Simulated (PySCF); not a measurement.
Energy of Fe²⁺ (iron, charge +2) between two integer charges

The 3d beta orbital of [Ar] 3d6 is emptied in steps (occupation f), with all orbitals relaxed, ending at [Ar] 3d5. Calculation: PySCF 2.14, in aug-cc-pVTZ; no relativity, point nucleus. The exact energy is a straight line in f; departures are measured from the line between the end points of the same method.

```json
{"f": "1", "BHandHLYP (eV)": "0.000", "wB97X (eV)": "0.000", "CAM-B3LYP (eV)": "0.000"}
{"f": "0.8", "BHandHLYP (eV)": "-0.435", "wB97X (eV)": "-0.441", "CAM-B3LYP (eV)": "-0.622"}
{"f": "0.6", "BHandHLYP (eV)": "-0.663", "wB97X (eV)": "-0.670", "CAM-B3LYP (eV)": "-0.944"}
{"f": "0.4", "BHandHLYP (eV)": "-0.674", "wB97X (eV)": "-0.677", "CAM-B3LYP (eV)": "-0.955"}
{"f": "0.2", "BHandHLYP (eV)": "-0.457", "wB97X (eV)": "-0.455", "CAM-B3LYP (eV)": "-0.644"}
{"f": "0", "BHandHLYP (eV)": "0.000", "wB97X (eV)": "0.000", "CAM-B3LYP (eV)": "0.000"}
```

| method | E(f=0) − E(f=1) (eV) | −ε at f=1 (eV) | −ε at f=0.4 (eV) |
| --- | --- | --- | --- |
| BHandHLYP | 30.820 | 28.150 | 31.326 |
| wB97X | 31.125 | 28.411 | 31.658 |
| CAM-B3LYP | 31.516 | 27.676 | 32.258 |

Orbital energy along the path (eV):

```tsv
f	BHandHLYP	wB97X	CAM-B3LYP
1	-28.150	-28.411	-27.676
0.8	-29.151	-29.441	-29.146
0.6	-30.212	-30.526	-30.675
0.4	-31.326	-31.658	-32.258
0.2	-32.493	-32.824	-33.894
0	-33.732	-33.946	-35.589
```

Reference removal energy between the ground levels: 30.651 ± 0.012 eV (measured; NIST Atomic Spectra Database, ionization energies). The calculation has no spin-orbit coupling. The determinant left behind need not be the lowest term of the ion.
